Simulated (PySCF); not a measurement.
A run for PySCF: R-HF/STO-3G on HF (SMILES F).

```python
from pyscf import gto, scf, dft, mp
from pyscf.data.elements import chemcore

mol = gto.M(
    atom='''
    F    -0.76968777   -0.60726249    2.95927633
    H     0.12097254   -0.82889850    2.75589338
    ''',
    basis='sto-3g',
    charge=0, spin=0, verbose=3, max_memory=1800)
mf = scf.RHF(mol)
mf.conv_tol = 1e-8
mf.max_cycle = 100
mf.kernel()
if not mf.converged:
    mf = mf.newton().run(mf.mo_coeff, mf.mo_occ)
```

The log:

```
converged SCF energy = -98.5725317945127
```

Self-consistency was reached.

Cost: about 0.09 core-seconds (a rough figure).
